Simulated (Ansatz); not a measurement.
Species: C₇H₁₅, net charge 0, doublet state. It need not be the lowest isomer of its formula. 
Structure (B3LYP-D3(BJ)/def2-TZVP (Ansatz, a quantum-chemistry and plane-wave program) minimum search):
SMILES: C[CH]C(CC)CC
```xyz
22

C     -1.8290    -1.9364     0.4876
C     -1.0316    -0.7558     0.9083
C     -0.4704     0.2085    -0.0837
C      0.1209     1.4397     0.6179
C      0.6340     2.5247    -0.3238
C      0.5222    -0.4780    -1.0582
C      1.7936    -1.0031    -0.3976
H     -2.4551    -2.3123     1.2991
H     -1.1949    -2.7769     0.1655
H     -2.4771    -1.7004    -0.3627
H     -0.7294    -0.6742     1.9459
H     -1.3020     0.5585    -0.7158
H     -0.6547     1.8602     1.2641
H      0.9266     1.1213     1.2860
H      1.4897     2.1853    -0.9097
H     -0.1438     2.8367    -1.0256
H      0.9498     3.4078     0.2346
H      0.0006    -1.3047    -1.5470
H      0.7817     0.2240    -1.8545
H      2.3918    -0.1952     0.0275
H      1.5593    -1.6997     0.4102
H      2.4193    -1.5281    -1.1214
```
Charge 0, spin multiplicity 2.

Wanted: atomisation energy (electronic, to ground-state atoms), in kJ/mol. Correlated levels leave the core frozen unless marked. Open shells are spin-unrestricted. Spin-orbit coupling is left out. Non-relativistic. The coupled-cluster limit lacks core correlation, which all-electron functionals hold. CBS marks a two-point X^-3 extrapolation of the correlation energy; Hartree-Fock from the larger set. [CCSD(T)-MP2]/basis is that difference in the basis named.

| level | program | atomisation energy (kJ/mol) |
|---|---|---|
| HF/6-31G* | Ansatz | 6640.3 |
| PBE-D3(BJ)/def2-TZVPD | Ansatz + dftd3 | 8851.1 |
| BLYP/def2-TZVPD | Ansatz | 8539.8 |
| PBE0-D4/def2-TZVPD | Ansatz + dftd4 | 8765.3 |

### Question
What does RI-MP2/CBS(cc-pVTZ,cc-pVQZ)+[CCSD(T)-MP2]/cc-pVTZ (Ansatz) give?

### Answer
8693.0 kJ/mol, so PBE0-D4/def2-TZVPD differs from it by 72.3 kJ/mol.
